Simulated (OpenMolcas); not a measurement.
**Kr3+: effect of the level shift or regulariser**

```json
{
  "Program": "OpenMolcas",
  "Basis": "ANO-RCC-VQZP [7s6p4d2f1g]",
  "Scalar Hamiltonian": "DKH2, point nucleus",
  "Active space": "5 electrons in 9 orbitals (RAS2 4s 4p; RAS3 4d, at most 2 electrons)",
  "State averaging": "2S+1 = 4 odd, 1 root; 2S+1 = 2 odd, 11 roots; 2S+1 = 4 even, 3 roots; 2S+1 = 2 even, 9 roots",
  "Spin-orbit coupling": "RASSI with atomic mean-field integrals over the reference wave functions, term energies averaged over their components"
}
```

Methods on the same reference wave functions:
A. RASSCF
B. MS-RASPT2, IPEA 0.25 Eh, imaginary shift 0.1 Eh (closed shells correlated: 3d)
C. MS-RASPT2, IPEA 0.25 Eh, real shift 0.2 Eh (closed shells correlated: 3d)

Energies in cm⁻¹ above 4s² 4p³ ⁴S°_3/2, the measured ground level; measured values from Saloman, J. Phys. Chem. Ref. Data 36, 215 (2007).

```tsv
Level	A	B	C	Measured
4s² 4p³ ⁴S°_3/2	0.0	0.0	0.0	0.0
4s² 4p³ ²D°_3/2	21644	17860	17880	17038
4s² 4p³ ²D°_5/2	23009	19200	19220	18700
4s² 4p³ ²P°_1/2	35646	31930	31960	31056
4s² 4p³ ²P°_3/2	37400	33750	33780	33406
4s 4p⁴ ⁴P_5/2	117440	117720	117740	118762
4s 4p⁴ ⁴P_3/2	120736	121030	121050	122426
4s 4p⁴ ⁴P_1/2	122352	122620	122640	124110
4s 4p⁴ ²D_3/2	149113	146420	146440	145773
4s 4p⁴ ²D_5/2	149611	146970	146990	146645
```

Deviations, from unrounded energies. A percentage is the sum of absolute deviations over the sum of measured energies, with the sign that they share, or ± where signs differ.

```json
{"Against measurement": "mean absolute deviation (cm-1)", "Levels": "9", "A": "3200", "B": "830", "C": "840"}
{"Against measurement": "other terms of the ground configuration (%)", "Levels": "4", "A": "+17.5", "B": "+2.5", "C": "+2.6"}
{"Against measurement": "other configurations (%)", "Levels": "5", "A": "±1.7", "B": "±0.7", "C": "±0.7"}
```

B, C lie about equally close to measurement and A furthest from it. The largest miss of B in the table is 4s 4p⁴ ⁴P_1/2, by -1500 cm-1. The ranking rests on the paired levels alone, and a cruder setting can come out closer through cancelling errors.

Between B and C the level of the table that moves most is 4s² 4p³ ²P°_1/2, by 26 cm-1 (lowest in B, highest in C). Moves below CASPT2's spread within the term are not significant.

The mean deviations of B to C differ by less than CASPT2's widest spread within a term (65 cm-1), so their order carries little weight.

From A to B the spin-free energies of the other terms of 4s² 4p³ shown, above ⁴S°, scale by factors of 0.83 to 0.89.

The lowest spin-free term lies below A's lowest term by 0.128 hartree in B, 0.128 hartree in C.

Term energies are means over components that CASPT2 splits; among the terms shown or strongly mixed into the levels shown the widest spread is 65 cm-1 (4s 4p⁴ ²D, B). The run also gave levels led by 4s² 4p² 4d, which use shells meant for correlation; these and all levels above them are left out. Some terms mix strongly with configurations of 4d, whose occupation reaches 0.27 (4s 4p⁴ ²D). Computed and measured levels are paired by configuration, term and J; levels that our copy of the source lacks, or whose pairing is in doubt (as where it misses far off the trend of its configuration), stay unpaired and out of the deviations. Levels of configurations outside the active space are missing. Levels that lie high or do not pair safely by name in every column are left out.

° marks odd parity.
